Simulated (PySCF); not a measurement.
**How methods differ on the excitation energy of Zr**

Zr [Kr] 4d2 5s2 (3F) → Zr [Kr] 4d4 (5D), as a difference of total energies. Calculation: PySCF 2.14, in aug-cc-pVTZ-PP with ECP28MDF; a scalar-relativistic core potential. Correlated levels: valence: 4s2 4p6 frozen. The calculations carry no spin-orbit coupling.

```tsv
method	excitation energy (cm⁻¹)
UHF	20056
MP2 (valence)	21774
SCS-MP2 (valence)	27198
CCSD (valence)	22446
CCSD(T) (valence)	22705
```
